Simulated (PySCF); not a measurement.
## PySCF run on SrP

File input.py (PySCF 2.14):

```python
from pyscf import gto, scf, mp

mol = gto.M(
    atom='Sr 0 0 0; P 0 0 1.998',
    basis='sbkjc',
    ecp={'Sr': 'sbkjc', 'P': 'sbkjc'},
    charge=0,
    spin=3,
    verbose=3,
)
mf = scf.UHF(mol)
mf.kernel()
mp.MP2(mf).kernel()
mf.dip_moment()
print('orbital energies (hartree):', [e[max(0, n-3):n+3].round(4) for e, n in zip(mf.mo_energy, mol.nelec)])
```

```bash
$ python input.py
```

It prints (some set-up lines and the per-cycle HOMO/LUMO lines with their warnings removed):

```
converged SCF energy = -6.57196498120449  <S^2> = 3.7769899  2S+1 = 4.0134723
E(UMP2) = -6.5907230280545  E_corr = -0.0187580468500104
E(SCS-UMP2) = -6.59173688779937  E_corr = -0.0197719065948794
Dipole moment(X, Y, Z, Debye):  0.00000, -0.00000, -2.01035
orbital energies (hartree): [array([-0.4137, -0.3363, -0.1831,  0.0086,  0.0086,  0.0305]), array([-0.6079, -0.2044, -0.0045, -0.0045,  0.0022])]
```

In short: E(SCF) = -6.571965 Eh, E(MP2) − E(SCF) = -0.01876 Eh, ⟨S²⟩ = 3.777, μz(SCF) = -2.01 D.

Wall time 0.64 s on one thread of a shared host.

The bond length is a typed value, not an optimised one. No search for the lowest solution was made.
